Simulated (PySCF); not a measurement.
Basis and Hamiltonian dependence of the excitation energy of Os²⁺

Os²⁺ [Xe] 4f14 5d6 (5D) → Os²⁺ [Xe] 4f14 5d5 6s1 (7S). All values are computed (PySCF 2.14, energy differences of UHF-based or UKS calculations, no spin-orbit coupling). Values in eV.

```json
{"basis": "aug-cc-pVDZ-PP with ECP60MDF", "Hamiltonian": "ECP", "functions": "54", "UHF": "-0.559", "LDA": "-0.080", "PBE0": "0.061", "MP2 (valence)": "-0.144", "CCSD(T) (valence)": "-0.062"}
{"basis": "aug-cc-pwCVDZ-PP with ECP60MDF", "Hamiltonian": "ECP", "functions": "70", "UHF": "-0.667", "LDA": "-0.187", "PBE0": "-0.036", "MP2 (valence)": "-0.200", "CCSD(T) (valence)": "-0.126"}
{"basis": "aug-cc-pVTZ-PP with ECP60MDF", "Hamiltonian": "ECP", "functions": "88", "UHF": "-0.675", "LDA": "-0.230", "PBE0": "-0.076", "MP2 (valence)": "-0.072", "CCSD(T) (valence)": "0.000"}
{"basis": "def2-QZVPPD with the def2 core potential (60 electrons)", "Hamiltonian": "ECP", "functions": "88", "UHF": "-0.561", "LDA": "-0.141", "PBE0": "0.020", "MP2 (valence)": "0.068", "CCSD(T) (valence)": "0.135"}
{"basis": "x2c-TZVPPall", "Hamiltonian": "spin-free X2C", "functions": "97", "UHF": "-0.506", "LDA": "0.129", "PBE0": "0.123", "MP2 (valence)": "0.075", "CCSD(T) (valence)": "0.149"}
{"basis": "ANO-RCC-VTZP", "Hamiltonian": "spin-free X2C", "functions": "104", "UHF": "-0.567", "LDA": "-0.005", "PBE0": "0.001", "MP2 (valence)": "-0.007", "CCSD(T) (valence)": "0.072"}
{"basis": "x2c-TZVPPall with one added diffuse shell each of s, p, d, f type", "Hamiltonian": "spin-free X2C", "functions": "113", "UHF": "-0.519", "LDA": "0.106", "PBE0": "0.103", "MP2 (valence)": "0.060", "CCSD(T) (valence)": "0.134"}
{"basis": "aug-cc-pVTZ-PP with one added diffuse shell each of s, p, d, f, g type with ECP60MDF", "Hamiltonian": "ECP", "functions": "113", "UHF": "-0.675", "LDA": "-0.230", "PBE0": "-0.076", "MP2 (valence)": "-0.071", "CCSD(T) (valence)": "n/a"}
{"basis": "aug-cc-pwCVTZ-PP with ECP60MDF", "Hamiltonian": "ECP", "functions": "122", "UHF": "-0.673", "LDA": "-0.227", "PBE0": "-0.074", "MP2 (valence)": "-0.016", "CCSD(T) (valence)": "n/a"}
{"basis": "aug-cc-pVQZ-PP with ECP60MDF", "Hamiltonian": "ECP", "functions": "135", "UHF": "-0.670", "LDA": "-0.226", "PBE0": "-0.072", "MP2 (valence)": "0.032", "CCSD(T) (valence)": "n/a"}
```

**Question.** Estimate the row for def2-TZVPPD with the def2 core potential (60 electrons) (ECP, 59 functions).

**Answer.** From the rows with the same Hamiltonian and similar size; the calculation gives UHF -0.54; LDA -0.09; PBE0 0.07; MP2 (valence) 0.05; CCSD(T) (valence) 0.12 (eV).

Frozen in the all-electron rows: valence: [Xe] 4f14; with a core potential, the same shells as far as they lie outside it.
